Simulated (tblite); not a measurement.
Compound: C5H4O2.
Z-matrix (Å and degrees, GFN2-xTB geometry), rows numbered from 1:
```
O 
C   1  1.2050
C   2  1.4531  1  125.37
C   3  1.4277  2  127.51  1  -179.97
C   4  1.3565  3  105.84  2  -179.99
O   5  1.3481  4  110.71  3    -0.01
C   6  1.3288  5  107.52  4     0.01
H   2  1.1079  1  121.24  3  -179.95
H   4  1.0703  3  126.72  2     0.02
H   5  1.0719  4  132.11  3  -179.97
H   7  1.0721  3  130.71  2    -0.05
```

Computed with GFN2-xTB (tblite): harmonic, unscaled wavenumbers at the GFN2-xTB geometry, gas phase. Errors from tens to a few hundred cm⁻¹ against measured bands are possible. One conformer, not necessarily the lowest.

Harmonic wavenumbers (cm⁻¹): 118.6, 189.5, 241.1, 495.0, 600.6, 612.0, 730.1, 780.7, 794.2, 834.9, 852.5, 925.9, 997.1, 1038.7, 1073.6, 1145.4, 1200.2, 1274.3, 1340.3, 1408.0, 1479.1, 1550.8, 1747.1, 2765.6, 3173.0, 3176.6, 3193.9.

A = 8313, B = 2000, C = 1612 MHz; mass 96.021 u (most abundant isotopes); point group Cs, symmetry number 1.

Q: What is the zero-point energy?

A: ½Σν̃ = 16869 cm⁻¹ = 201.80 kJ/mol.

Q: Entropy at 350 K, 1 bar (ideal gas, RRHO, classical rotation)?

A: Translation 169.12, rotation 114.49, vibration 54.10: S = 337.7 J/(mol K).

Q: And Cp and H(350 K) − H(0)?

A: Cp = 108.58 J/(mol K), of which vibrations give 75.32 (their classical limit is 27 R = 224.5); H(350 K) − H(0) = 22.90 kJ/mol without the zero-point energy, 11.26 from vibrations.

Q: Which modes carry the vibrational entropy at 350 K?

A: 118.6 cm⁻¹: 14.37; 189.5 cm⁻¹: 10.60; 241.1 cm⁻¹: 8.72; 495.0 cm⁻¹: 3.71; 600.6 cm⁻¹: 2.63; 612.0 cm⁻¹: 2.54 J/(mol K); the other 21 give 11.53 together.

Q: What must be added to the electronic energy to get the Gibbs energy at 350 K and 1 bar?

A: ZPE + [H(350 K) − H(0)] − T·S = 201.80 + 22.90 − 118.20 = 106.50 kJ/mol.

Q: Blend soft modes into free rotors: weight 1/[1 + (100 cm⁻¹/ν̃)⁴] for the oscillator and the rest for a rotor with moment μB/(μ + B), μ = h/(8π²ν), B = 10⁻⁴⁴ kg m². What vibrational entropy results?

A: 53.24 J/(mol K) in place of 54.10, which changes −T·S at 350 K by +0.30 kJ/mol.

Hindered rotation and anharmonicity are outside this model. Other conformers, if any are populated, would add a mixing term that is left out.
